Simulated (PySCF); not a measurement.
C5H6FNO2.
Numbering: `[CH2:1]=[CH:2][O:3]/[C:4](=[CH:5]\[F:6])[C:7]([NH2:8])=[O:9]` (hydrogens: H10, H11 on C1; H12 on C2; H13 on C5; H14, H15 on N8)

The calculation used TDDFT B3LYP/def2-SVPD, vertical, gas phase, core orbitals frozen in the response (PySCF 2.14.0, density-fitted response routines). Isolated species at its GFN2-xTB geometry (one conformer only). Torsions of this conformer, `[CH2:1]=[CH:2][O:3]/[C:4](=[CH:5]\[F:6])[C:7]([NH2:8])=[O:9]`: C1–C2–O3–C4 -162°, C2–O3–C4–C5 20°, O3–C4–C7–N8 -1°, H–N8–C7–C4 -179°, H–N8–C7–C4 -2°.

```csv
state,λ (nm),E (eV),f,|μ| (D),"main configurations (H = HOMO, L = LUMO)"
S1,255.7,4.85,0.014,0.87,"H-1→L (73%), H→L (24%)"
S2,241.6,5.13,0.081,2.03,"H→L (71%), H-1→L (23%)"
S3,208.8,5.94,0.027,1.09,"H→L+2 (80%), H→L+1 (12%)"
S4,208.0,5.96,0.023,1.00,"H→L+1 (48%), H-2→L (27%), H→L+2 (14%)"
S5,201.9,6.14,0.152,2.55,"H-2→L (66%), H→L+1 (21%)"
S6,192.9,6.43,0.237,3.12,"H-3→L (77%), H→L+1 (10%)"
S7,187.3,6.62,0.0068,0.52,H→L+3 (88%)
S8,183.4,6.76,0.0033,0.36,H-1→L+1 (95%)
```

Triplets (Tamm–Dancoff): T1 3.57 eV, H→L (85%); T2 4.33 eV, H→L+1 (62%), H-3→L+1 (14%), H-3→L (11%); T3 4.55 eV, H-1→L (93%).

The lowest singlet comes at 256 nm (468 kJ/mol) in the ultraviolet; it is weak; its leading configuration is HOMO-1→LUMO (73%). The most intense listed level is S6 at 6.43 eV (193 nm, f = 0.237), 1.58 eV above S1. Löwdin shares by element: HOMO carbon 48% or more, oxygen 21% or more (atoms not listed hold the other 31%); LUMO carbon 56% or more, oxygen 12% or more (atoms not listed hold the other 32%). The listed states span 1.91 eV, and the widest gap between neighbours is 0.81 eV (S2 to S3). Of the 8 states listed, 6 reach f = 0.01 and none stays under 0.0005. Orbital energies (eV): HOMO-3 -8.15, HOMO-2 -7.96, HOMO-1 -7.61, HOMO -6.76, LUMO -1.28, LUMO+1 -0.12, LUMO+2 0.13. Only the lowest 8 singlets were computed, as vertical energies without vibronic structure.
